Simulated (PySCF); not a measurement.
Structure from 2D NMR

Compound of formula C4H9NO2Si. Correlations simulated from computed shifts and the bond graph:

HSQC (one-bond C–H):
| δH | δC |
| --- | --- |
| 8.91 | 190.5 |
| 4.64 | 68.0 |
| 4.42 | 68.0 |
| 2.28 | 35.4 |
| 1.44 | 35.4 |

COSY cross peaks (H two or three bonds apart, from the bond graph; peaks can be absent where the dihedral angle is near 90°):
| δH | δH |
| --- | --- |
| 8.91 | 4.88 |
| 4.64 | 4.42 |
| 4.64 | 2.28 |
| 4.64 | 1.44 |
| 4.42 | 2.28 |
| 4.42 | 1.44 |
| 2.28 | 1.44 |

HMBC (two and three bonds, from the bond graph):
| δH | δC |
| --- | --- |
| 4.88 | 190.5, 68.0 |
| 4.64 | 68.0, 35.4 |
| 4.42 | 68.0, 35.4 |
| 2.28 | 68.0 |
| 1.44 | 68.0 |

Computed data (PySCF 2.14.0 with density-fitted response routines): shieldings: GIAO PBE0/pcSseg-1, coordinates at the GFN2-xTB level. One averaged value for each set of equivalent atoms, one computed conformer, non-relativistic, no solvent.

Scale: $^{1}$H (σref 31.72) and $^{13}$C (σref 186.93) vs TMS (reference shieldings calculated alike).

Exchangeable hydrogens are left out of these lists.

Q: Work out the connectivity.

A: SMILES [H]/N=C\[SiH]1OCCCO1.

Atoms are numbered as in `[H]/[N:1]=[CH:2]\[SiH:3]1[O:4][CH2:5][CH2:6][CH2:7][O:8]1`. Each H is labelled by its parent atom. Ha(C5), Ha(C6), Ha(C7) are cis to C2 on the ring; Hb(C5), Hb(C6), Hb(C7) are trans to C2 on the ring.

δC 190.5 is C2, a C=N carbon (δH 8.91). δC 68.0 is C5/C7, an sp3 CH2 bonded to O (δH 4.64, 4.42). δC 35.4 is C6, an sp3 CH2 in a ring (δH 1.44, 2.28). COSY links 8.91–4.88, 4.64–4.42, 4.64–2.28, 4.64–1.44, 4.42–2.28, 4.42–1.44.

The data come from this structure; uniqueness wasn't tested.

OH/NH shifts are gas-phase values; hydrogen bonding in solution moves them, usually downfield. Shifts are as computed. Against solution values, carbons near 30 ppm lie about +3 ppm off and those near 130 ppm about +5 ppm. Of 1211 compounds with measured shifts, 218 miss one by over three times the rms of a fit or turn the order of signals round; such compounds aren't used in these exercises.
